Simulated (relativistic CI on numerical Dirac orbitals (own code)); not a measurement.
# Electric-dipole lines of S13+

Method of calculation: Dirac-Coulomb-Breit CI, separate exchange-only KLI orbitals for each configuration, model QED (radiative potential, 1s self-energy scaled to tabulated hydrogen-like ionisation energies), unscaled Slater integrals (own radial code, finite nucleus).

Configurations in the expansion (outside the closed core 1s2): 2s, 2p, 3s, 3p, 3d, 4s, 4p, 4d, 4f, 5s, 5p, 5d, 5f, 5g. Levels of other configurations are missing.

```csv
λ vac (nm),Lower,Upper,A (s⁻¹),log gf,S velocity/length
2.4300,2p ²P°3/2 [3],4d ²D5/2 [13],8.34e+11,-0.35,1.00
3.0436,2s ²S1/2 [1],3p ²P°3/2 [6],8.26e+11,-0.34,1.01
3.0477,2s ²S1/2 [1],3p ²P°1/2 [5],8.37e+11,-0.63,1.01
3.2439,2p ²P°1/2 [2],3d ²D3/2 [7],2.13e+12,0.13,1.00
3.2583,2p ²P°3/2 [3],3d ²D5/2 [8],2.55e+12,0.39,1.00
6.4336,3p ²P°3/2 [6],5d ²D5/2 [20],1.33e+11,-0.31,1.00
6.5273,3d ²D3/2 [7],5f ²F°5/2 [21],1.64e+11,-0.20,1.00
6.5326,3d ²D5/2 [8],5f ²F°7/2 [22],1.75e+11,-0.05,1.00
8.8750,3s ²S1/2 [4],4p ²P°3/2 [11],1.06e+11,-0.30,1.01
9.3123,3p ²P°1/2 [5],4d ²D3/2 [12],2.24e+11,0.07,1.00
9.3455,3p ²P°3/2 [6],4d ²D5/2 [13],2.68e+11,0.32,1.00
9.5428,3d ²D3/2 [7],4f ²F°5/2 [14],4.96e+11,0.61,1.00
9.5528,3d ²D5/2 [8],4f ²F°7/2 [15],5.30e+11,0.76,1.00
19.355,4s ²S1/2 [9],5p ²P°3/2 [18],2.47e+10,-0.26,1.00
20.169,4p ²P°1/2 [10],5d ²D3/2 [19],4.63e+10,0.05,1.00
20.232,4p ²P°3/2 [11],5d ²D5/2 [20],5.57e+10,0.31,1.00
20.613,4d ²D3/2 [12],5f ²F°5/2 [21],9.28e+10,0.55,1.00
20.631,4d ²D5/2 [13],5f ²F°7/2 [22],9.93e+10,0.71,1.00
20.650,4f ²F°5/2 [14],5g ²G7/2 [23],1.58e+11,0.91,1.00
20.658,4f ²F°7/2 [15],5g ²G9/2 [24],1.64e+11,1.02,1.00
```

Terms are leading LS components. Brackets give the number of a level in order of energy, since labels repeat. The list gives strong lines, with weight on those to low levels. Levels whose partners in the same complex of configurations lie outside the list can be far off, and so can their lines. Rates are taken at the computed energies, electric ones in the length gauge. A velocity-to-length ratio far from 1 marks an uncertain rate.

At this charge energies of transitions that change n are usually good to better than 1 %, and those within a shell (Δn = 0) to a few per cent.

(1) From the table, what is the radiative lifetime of 4d ²D5/2?

Results:

(1) The listed rates from this level add up to about 1.10e+12 s⁻¹, 100 % of its decay; with all channels τ = 9.07e-13 s.
